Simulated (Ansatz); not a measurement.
This geometry of a periodic cell of 17 atoms, Si16Ge (host Si, host structure diamond, interstitial Ge) is a first-order saddle point.

Level of theory: Ansatz 0.2.0, DFT PBE-D3(BJ), scalar-relativistic, plane waves, PAW. Settings: PAW set soft_1, cutoff 420 eV, k mesh 2x2x2, gaussian smearing 0.05 eV, no spin polarisation.

```xyz
17
Lattice="0.0000 5.4300 5.4300 5.4300 0.0000 5.4300 5.4300 5.4300 0.0000" Properties=species:S:1:pos:R:3
Si 0.204 -0.206 0.207
Si 1.432 1.360 1.435
Si 2.629 2.799 0.047
Si 4.067 3.995 1.435
Si 2.815 0.096 2.818
Si 4.270 1.157 4.273
Si 5.333 2.612 2.817
Si 6.656 4.203 4.236
Si 0.045 2.798 2.633
Si 1.433 3.995 4.071
Si 2.630 5.383 2.633
Si 3.779 7.079 3.782
Si 2.815 2.612 5.337
Si 4.234 4.202 6.660
Si 5.158 5.700 5.161
Si 6.656 6.623 6.659
Ge 7.579 8.708 7.582
```

Task: Which two structures does it join? (They come from a converged band through this point; their orientation in space is the band's.)

Result: Contacts lost: Si1–Ge17. Contacts made: Si12–Ge17. The atom that moves furthest is Ge17, by 2.35 Å.

Image 0:

```xyz
17
Lattice="0.0000 5.4300 5.4300 5.4300 0.0000 5.4300 5.4300 5.4300 0.0000" Properties=species:S:1:pos:R:3
Si -0.046 0.039 -0.041
Si 1.353 1.403 1.358
Si 2.719 2.705 -0.006
Si 4.020 4.069 1.360
Si 2.751 0.038 2.758
Si 4.065 1.353 4.075
Si 5.383 2.669 2.761
Si 6.783 4.069 4.123
Si -0.010 2.706 2.723
Si 1.354 4.070 4.026
Si 2.719 5.435 2.724
Si 4.070 6.786 4.074
Si 2.751 2.670 5.390
Si 4.115 4.070 6.789
Si 5.419 5.434 5.425
Si 6.783 6.736 6.790
Ge 6.780 9.498 6.790
```

Image 6:

```xyz
17
Lattice="0.0000 5.4300 5.4300 5.4300 0.0000 5.4300 5.4300 5.4300 0.0000" Properties=species:S:1:pos:R:3
Si 0.001 0.002 0.001
Si 1.350 1.351 1.350
Si 2.716 2.717 0.050
Si 4.082 4.083 1.350
Si 2.716 0.051 2.716
Si 4.082 1.351 4.081
Si 5.382 2.717 2.715
Si 6.745 4.115 4.115
Si 0.050 2.717 2.716
Si 1.350 4.083 4.081
Si 2.716 5.383 2.715
Si 4.114 6.747 4.114
Si 2.716 2.717 5.381
Si 4.115 4.115 6.745
Si 5.431 5.433 5.431
Si 6.747 6.748 6.747
Ge 8.147 8.149 8.146
```

Task: How far does it lie above each of them?

Result: 0.34 eV above the first and 0.34 eV above the second. This is the barrier of this one path; another mechanism may lie lower. Limits of this set-up: coarse k mesh.

The run took 16 min on 1 thread of Intel(R) Xeon(R) CPU @ 2.60GHz (Ice Lake), on a shared host, peak memory 0.99 GiB.
